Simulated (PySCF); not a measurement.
Computed shifts of a molecule C₂H₅BF₂O, HF/pcSseg-1 run with PySCF, GIAO, gas phase, atoms alike by connectivity averaged where their shifts nearly agree, in ppm (number of nuclei): ¹⁹F: -99.6 (1), -104.5 (1). ¹³C: 59.6 (1), 21.2 (1). ¹H: 4.11 (1), 3.97 (1), 1.67 (3). References: ¹¹B against BF3 (σ = 102.7 ppm); ¹⁹F against CFCl3 (σ = 238.5 ppm); ¹⁷O against H2O (σ = 333.0 ppm); ¹³C against TMS (σ = 192.6 ppm); ¹H against TMS (σ = 31.99 ppm), references at their B3LYP-D3(BJ)/def2-TZVP geometries, non-relativistic. Coordinates come from a TPSSh-D3(BJ)/def2-SVP optimisation. The values are those of a single conformer.

**Question.** Which structure fits?
A. OCB(F)CF
B. CCOB(F)F
C. C[C@H](O)B(F)F
D. C[C@@H](F)B(O)F

**Answer.** B, CCOB(F)F
